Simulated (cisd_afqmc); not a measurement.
Input (AFQMC/CISD/def2-SVP; cisd_afqmc is a phaseless AFQMC code with CISD trial states that reads the integrals written by Ansatz):

Ansatz 0.2 input:
```python
import cisd_afqmc

open("ham.yaml", "w").write("""\
crystal:
  periodic: [false, false, false]
  atoms:
    - {symbol: Sb, position_ang: [0.00000000, 0.00000000, 0.00000000]}
basis:
  gaussian:
    orbitals: def2-SVP
magnetization: {spin_polarized: true, initial_magnetization: 3}
correlation: {method: ccsd, electrons: outside_noble_gas, hamiltonian_folder: ham}
scf: {lower_state_search: full}
""")
rep = cisd_afqmc.ansatz("ham.yaml")
e_ccsd = rep["correlation"]["coupled_cluster"]["energy"]["hartree"]
out = cisd_afqmc.run("ham", e_ccsd, trial="CISD", walkers=200, populations=8, threads=8, dt=0.005, steps=40, early=36, settle=10, least=32,
    cut=5e-5, rank_cut=2e-4, target=0.0004, seconds=1500, seed=1, memory=12960, gpu=False)
```

Output:

```
orbitals 17, occupied [4, 1], factors 79 of 153, rank of the doubles 47 of 68
E(HF) = -239.273347
E(CCSD) on the cut factors = -239.332085, shift to the whole factors 0.000011
Energy of the trial state on the determinant = -239.331976
  tau behind 10.8 of longer steps, mean of the populations' last blocks
   2.0  -239.33301
   4.0  -239.33285
   6.0  -239.33281
   8.0  -239.33285
blocks 317 (1 outliers left out), error by blocks joined: 1: 0.00001, 2: 0.00002, 4: 0.00002, 8: 0.00002, 16: 0.00003
E(AFQMC/CISD) = -239.33284 +/- 0.00003
```

The error still grows at the longest joins of blocks, or few joins were possible, so the printed bar may be too narrow.
